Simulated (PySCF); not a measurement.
Correlation energy of Ag (silver, neutral)

[Kr] 4d10 5s1, 2S determinant. Calculation: PySCF 2.14, in def2-SVP with the def2 core potential (28 electrons); a scalar-relativistic core potential. Frozen: 4s2 4p6; 11 electrons correlated.

MP2 pair energies summed by pair of shells (mhartree):

```tsv
pair	energy	share (%)
4d-4d	-208.31	90.4
4d-5s	-22.02	9.6
```

Total MP2 correlation energy: -230.33 mhartree.

Same-spin part -88.80 and opposite-spin part -141.53 mhartree; SCS-MP2 scales them by 1/3 and 6/5 to -199.43 mhartree.

| level | correlation energy (mhartree) |
| --- | --- |
| CCSD | -222.98 |
| (T) | -5.35 |
| CCSD(T) | -228.33 |

Diagnostics: T1 = 0.012, D1 = 0.0503, largest double amplitude 0.023.

Is a single reference adequate?

Yes, within this model without spin-orbit coupling: T1 lies below 0.03 and no double amplitude reaches 0.07.
